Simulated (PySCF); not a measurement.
Predicted microwave data (PySCF, PBE0-D3(BJ)/def2-SVP geometry optimisation, gas phase) for one isomer of C5H12O2Si:

| Property | Result |
| --- | --- |
| Rotational constants | A = 3973, B = 975.5, C = 825.9 MHz |
| Dipole components | \|μa\| = 0.66 D, \|μb\| = 1.71 D, \|μc\| = 1.08 D |
| Inertial defect | -33.33 u·Å² |
| κ | -0.90 |

Task: Which candidate fits, each taken in the one conformer that was computed?
A. `[CH3:1][CH2:2][CH2:3][CH2:4][C:5](=[O:6])[O:7][SiH3:8]` with C1–C2–C3–C4 180°, C2–C3–C4–C5 178°, C3–C4–C5–O6 -7°, C4–C5–O7–Si8 178°
B. `[CH3:1][CH2:2][O:3][C@@H:4]1[CH2:5][CH2:6][SiH2:7][O:8]1` with C1–C2–O3–C4 -179°, C2–O3–C4–C5 -177°, O3–C4–C5–C6 -75°, C4–C5–C6–Si7 -33°, C5–C6–Si7–O8 13°, C6–Si7–O8–C4 12°
C. `[CH3:1][CH:2]([CH3:3])[CH2:4][C:5](=[O:6])[O:7][SiH3:8]` with C1–C2–C4–C5 168°, C2–C4–C5–O6 -15°, C4–C5–O7–Si8 178°
D. `[SiH3:1][CH2:2][C@@H:3]1[CH2:4][CH2:5][O:6][CH2:7][O:8]1` with Si1–C2–C3–C4 169°, C2–C3–C4–C5 -173°, C3–C4–C5–O6 53°, C4–C5–O6–C7 -56°, C5–O6–C7–O8 60°
E. `[CH3:1][O:2][SiH2:3][O:4][CH2:5][CH:6]1[CH2:7][CH2:8]1` with C1–O2–Si3–O4 63°, O2–Si3–O4–C5 63°, Si3–O4–C5–C6 81°, O4–C5–C6–C7 75°
F. `[CH3:1][CH2:2][O:3][Si@H:4]1[CH2:5][CH2:6][CH2:7][O:8]1` with C1–C2–O3–Si4 -161°, C2–O3–Si4–C5 179°, O3–Si4–C5–C6 93°, Si4–C5–C6–C7 37°, C5–C6–C7–O8 -38°, C6–C7–O8–Si4 19°

Result: D. It is [SiH3]C[C@@H]1CCOCO1, a near-prolate asymmetric top, point group C1. The candidates at the same level (rigid rotor, commonest isotopes):

```json
{"SMILES": "CC(C)CC(=O)O[SiH3]", "A (MHz)": "4693", "B (MHz)": "732.9", "C (MHz)": "691.3", "μa (D)": "0.27", "μb (D)": "1.17", "μc (D)": "0.60", "Δ (u·Å²)": "-66.22", "point group": "C1", "rotor": "near-prolate asymmetric top"}
{"SMILES": "CCO[C@@H]1CC[SiH2]O1", "A (MHz)": "3116", "B (MHz)": "1086", "C (MHz)": "995.5", "μa (D)": "0.03", "μb (D)": "0.76", "μc (D)": "0.26", "Δ (u·Å²)": "-119.96", "point group": "C1", "rotor": "near-prolate asymmetric top"}
{"SMILES": "CO[SiH2]OCC1CC1", "A (MHz)": "4620", "B (MHz)": "729.2", "C (MHz)": "689.5", "μa (D)": "0.28", "μb (D)": "0.91", "μc (D)": "0.21", "Δ (u·Å²)": "-69.56", "point group": "C1", "rotor": "near-prolate asymmetric top"}
{"SMILES": "[SiH3]C[C@@H]1CCOCO1", "A (MHz)": "3973", "B (MHz)": "975.5", "C (MHz)": "825.9", "μa (D)": "0.66", "μb (D)": "1.71", "μc (D)": "1.08", "Δ (u·Å²)": "-33.33", "point group": "C1", "rotor": "near-prolate asymmetric top"}
{"SMILES": "CCO[Si@H]1CCCO1", "A (MHz)": "3841", "B (MHz)": "920.9", "C (MHz)": "865.5", "μa (D)": "0.18", "μb (D)": "0.71", "μc (D)": "0.10", "Δ (u·Å²)": "-96.49", "point group": "C1", "rotor": "near-prolate asymmetric top"}
{"SMILES": "CCCCC(=O)O[SiH3]", "A (MHz)": "7405", "B (MHz)": "556.9", "C (MHz)": "528.3", "μa (D)": "0.36", "μb (D)": "1.44", "μc (D)": "0.02", "Δ (u·Å²)": "-19.00", "point group": "near Cs", "rotor": "near-prolate asymmetric top"}
```

`CCO[C@@H]1CC[SiH2]O1` has A 22 % too low; `CCCCC(=O)O[SiH3]` has A 86 % too high; `CC(C)CC(=O)O[SiH3]` has B 25 % too low; `CCO[Si@H]1CCCO1` has B 6 % too low; `CO[SiH2]OCC1CC1` has B 25 % too low. No structure here is proved a minimum.
